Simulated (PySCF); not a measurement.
SMILES [OH+]=BF (HBFO (cation, charge +1)), B3LYP/def2-SVP optimised geometry.

```
4

O      0.75     0.00     0.00
B     -0.48     0.00     0.00
F     -1.72     0.00     0.00
H      1.72     0.00     0.00
```

Density from B3LYP/def2-TZVP (PySCF) at that geometry.

Minimum of the electron density along straight lines between bonded atoms, close to the bond critical point (lines longer than 1.1 times the sum of covalent radii, or with two minima, are not listed):

```tsv
bond	length / Å	ρ at the minimum / e bohr⁻³	∇²ρ there / e bohr⁻⁵	position (fraction from the first atom)
O1–B2	1.227	0.277	1.86	0.66
B2–F3	1.243	0.262	1.74	0.34
O1–H4	0.972	0.312	-2.40	0.84
```
